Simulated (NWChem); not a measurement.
System meant: BH₂, doublet; SMILES [BH2]

Input file for NWChem:

```
start job
memory heap 200 mb stack 900 mb global 1100 mb
geometry units angstroms noautoz
  B      0.000000     0.000000     0.157040
  H      1.071653     0.000000    -0.367105
  H     -1.071653     0.000000    -0.367105
end
basis spherical
  * library def2-svp
end
dft
  odft
  mult 3
  xc xpbe96 cpbe96
  iterations 150
  mulliken
end
task dft energy
```

End of the output:

```
 Summary of "ao basis" -> "" (spherical)
 ------------------------------------------------------------------------------
       Tag                 Description            Shells   Functions and Types
 ---------------- ------------------------------  ------  ---------------------
 *                          def2-svp                  on all atoms

  pbe96 is a nonlocal functional; adding pw91lda local functional.

                                 NWChem DFT Module
                                 -----------------

 Summary of "ao basis" -> "ao basis" (spherical)
 ------------------------------------------------------------------------------
       Tag                 Description            Shells   Functions and Types
 ---------------- ------------------------------  ------  ---------------------
 B                          def2-svp                 6       14   3s2p1d
 H                          def2-svp                 3        5   2s1p

 Summary of "ao basis" -> "ao basis" (spherical)
 ------------------------------------------------------------------------------
       Tag                 Description            Shells   Functions and Types
 ---------------- ------------------------------  ------  ---------------------
 B                          def2-svp                 6       14   3s2p1d
 H                          def2-svp                 3        5   2s1p

      Symmetry analysis of basis
      --------------------------

        a1         11
        a2          2
        b1          7
        b2          4

  number of electrons :                    7
  multiplicity        :                    3
 ------------------------------------------------------------------------
  no. of electrons and multiplicity not compatible                   7
 ------------------------------------------------------------------------
 ------------------------------------------------------------------------
  current input line :
    18: task dft energy
 ------------------------------------------------------------------------
 ------------------------------------------------------------------------
 There is an error in the input file
 ------------------------------------------------------------------------
 For more information see the NWChem manual at https://nwchemgit.github.io

0: no. of electrons and multiplicity not compatible:Received an Error in Communication
```

Problem. Can this run be used? If not, why, and what is the fix?

Solution. The input was rejected before any calculation. Cause: the multiplicity doesn't fit the number of electrons (an even count wants an odd multiplicity, and the reverse). This input runs:
```
start job
memory heap 200 mb stack 900 mb global 1100 mb
geometry units angstroms noautoz
  B      0.000000     0.000000     0.157040
  H      1.071653     0.000000    -0.367105
  H     -1.071653     0.000000    -0.367105
end
basis spherical
  B library def2-svp
  H library def2-svp
end
dft
  odft
  mult 2
  xc xpbe96 cpbe96
  iterations 150
  mulliken
end
task dft energy
```
It converges to -25.85204 Ha (PBE/def2-SVP, spin-unrestricted).
